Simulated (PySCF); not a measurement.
C9H11ClSi.
Numbering: `[CH2:1]=[CH:2][C@@:3]12[CH:4]=[C:5]([Cl:6])[C@@H:7]1[C:8]([CH2:9][SiH3:10])=[CH:11]2`

Structure used (PBE0-D3(BJ)/def2-SVP), in Å, numbered top down from 1:
```xyz
22
C9H11ClSi angstrom
C     -3.6126    0.3912    0.9646
C     -2.3568    0.8385    0.8996
C     -1.1629    0.0091    0.6035
C     -1.3270   -1.4337    0.1390
C     -0.6413   -1.2079   -0.9889
Cl    -0.1279   -2.2135   -2.2765
C     -0.3437    0.2487   -0.7258
C      0.8435    0.5626    0.1781
C      2.2459    0.8946   -0.1586
Si     3.1776   -0.5110   -1.0389
C      0.1527    0.3413    1.3098
H     -3.8540   -0.6634    0.8012
H     -4.4449    1.0655    1.1810
H     -2.1512    1.9017    1.0739
H     -1.7625   -2.3217    0.5982
H     -0.6778    0.9918   -1.4648
H      2.2856    1.7681   -0.8335
H      2.8059    1.1634    0.7517
H      3.0463   -1.7821   -0.2674
H      2.6412   -0.7051   -2.4172
H      4.6233   -0.1375   -1.1307
H      0.4202    0.3392    2.3695
```

NICS = −σ at a ghost point: NICS(0) at the centroid of the ring atoms, NICS(1) 1 Å to either side along the normal of their mean plane, zz for the tensor component along that normal. Level: GIAO B97-2/pcSseg-1 (PySCF, non-relativistic, gas phase) on the PBE0-D3(BJ)/def2-SVP geometry, one conformer.

Ring bond lengths (Å): C3–C4 1.525, C4–C5 1.339, C5–C7 1.510, C7–C3 1.580; C3–C7 1.580, C7–C8 1.525, C8–C11 1.344, C11–C3 1.530.

**Question.** Give the NICS values of each ring in ppm.

**Answer.** 
```tsv
ring	type	NICS(0)	NICS(1), two faces	NICS(1)zz, two faces	rms pucker (Å)	centre to ring atoms, mean (Å)
C3–C4–C5–C7	4-membered carbocycle; formal bonds 1 double, 3 single	-6.2	-2.4 / -3.3	-3.5 / -1.6	0.00	1.05
C3–C7–C8–C11	4-membered carbocycle; formal bonds 1 double, 3 single	-2.8	-2.4 / -2.4	-2.2 / -0.5	0.01	1.06
```

**Question.** What can be read from them?

**Answer.** 
- C3–C4–C5–C7: mean NICS(1)zz -2.6 ppm, near zero. C3, C7 have four or more neighbours; no verdict on aromaticity is drawn.
- C3–C7–C8–C11: mean NICS(1)zz -1.3 ppm, near zero. C3, C7 have four or more neighbours, and the NICS criterion for π rings isn't applied.

**Question.** How shielded are the nuclei of the rings and their hydrogens (means over atoms taken as equivalent)?

**Answer.** 
```csv
atoms,environment,σ isotropic (ppm),"principal values of the symmetric part, first atom (ppm)"
C3,sp3 carbon at a ring junction,128.3,"102.4, 130.4, 152.2"
C4,alkene CH carbon,42.7,"-61.8, 49.6, 140.2"
C5,vinylic C–Cl carbon,31.8,"-75.7, 51.6, 119.5"
C7,sp3 carbon at a ring junction,119.8,"104.0, 119.6, 135.7"
C8,fully substituted alkene carbon,24.5,"-91.7, 15.1, 150.2"
C11,alkene CH carbon,43.4,"-59.4, 48.9, 140.8"
H15,vinylic hydrogen,24.88,"23.3, 23.9, 27.5"
H16,methine hydrogen,28.20,"27.0, 27.1, 30.5"
H22,vinylic hydrogen,25.12,"23.5, 24.8, 27.0"
```

**Question.** How do the values depend on the level or the medium?

**Answer.** 
```
              level  NICS(0), C3–C4–C5–C7  mean NICS(1)zz, C3–C4–C5–C7  NICS(0), C3–C7–C8–C11  mean NICS(1)zz, C3–C7–C8–C11
B97-2/pcSseg-1, gas                  -6.2                         -2.6                   -2.8                          -1.3
 PBE0/pcSseg-1, gas                  -6.1                         -2.7                   -2.7                          -1.4
```

The geometry is the same throughout.
